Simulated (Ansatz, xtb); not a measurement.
Relaxing a trial structure of C2H7AlS2

The starting geometry of this gas-phase singlet was built from a drawn formula by distance geometry and a force field; its bonds are those of `[CH3][AlH][CH](S)S`.

```xyz
12

C    -1.2250    0.7195   -2.3317
C     0.8254   -1.3859   -0.6160
Al   -0.9252   -1.0130   -1.4242
S     1.4915   -2.9053   -1.3625
S     0.6914   -1.6054    1.1619
H    -1.6120    0.5043   -3.4169
H    -2.0548    1.3086   -1.8736
H    -0.2945    1.3035   -2.3871
H    -2.1770   -1.9950   -1.2502
H     1.4995   -0.5498   -0.8546
H     1.6654   -2.3167   -2.6275
H     0.3853   -0.2331    1.4011
```

Q: Where would you expect an optimisation with r2SCAN-D4/def2-SVP to take it?

A: A new bond forms, giving a structure given below by its coordinates. Contacts that close: Al3–S4 (3.07 → 2.47 Å).

The energy falls by 0.81 eV over 17 steps:

```
step  E − E(last) (eV)
   1             0.811
   3             0.519
   5             0.448
   6             0.446
   8             0.237
  10             0.123
  12             0.039
  13             0.020
  15             0.001
  17             0.000
```

Final geometry (Å):

| atom | x (Å) | y (Å) | z (Å) |
| --- | --- | --- | --- |
| C | -1.1410 | 0.5015 | -2.6615 |
| C | 0.8983 | -0.9635 | -0.3423 |
| Al | -0.8771 | -0.7577 | -1.1883 |
| S | 0.8972 | -2.4012 | -1.7082 |
| S | 1.1428 | -1.6043 | 1.2975 |
| H | -1.7680 | 0.0743 | -3.4628 |
| H | -1.6586 | 1.4131 | -2.3138 |
| H | -0.1937 | 0.8290 | -3.1226 |
| H | -2.0317 | -1.4817 | -0.3660 |
| H | 1.7611 | -0.3358 | -0.6057 |
| H | 1.4024 | -1.6563 | -2.7219 |
| H | -0.1621 | -1.7857 | 1.6142 |

From the same start GFN2-xTB ends elsewhere, differing in Al3–S5 (2.52 against 3.31 Å here).

The end wasn't checked by frequencies. Run with Ansatz 0.2.0, 90 s on 2 threads of Intel(R) Xeon(R) Processor @ 2.50GHz (Skylake/Cascade Lake) (shared host).
